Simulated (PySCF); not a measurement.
SrCl, SMILES [Sr][Cl], multiplicity 2.

Geometry optimised at B3LYP-D3(BJ)/def2-TZVPD. The multiplicity is an assumed one; other spin states were not compared. The def2 effective core potentials stand for the cores of Sr; spin–orbit coupling is left out.

The numbers are results of IEF-PCM-ωB97X/def2-TZVPD in PySCF 2.14.0, not measurements.

The values are the electrostatic part of the solvation free energy, E(continuum) − E(gas) at the gas-phase geometry, in a cavity of scaled van der Waals radii (PySCF's table); cavitation and dispersion terms are not included. A continuum can't describe solvent molecules that bind to the metal. The dipole moment in vacuum is 4.57 D.

Computed values in water (ε = 78.36), 1-octanol (ε = 9.86), chlorobenzene (ε = 5.70):
| solvent | ε | ΔG(elec) (kcal/mol) | dipole (D) |
|---|---|---|---|
| water | 78.36 | -9.3 | 6.97 |
| 1-octanol | 9.86 | -8.0 | 6.46 |
| chlorobenzene | 5.70 | -7.0 | 6.13 |
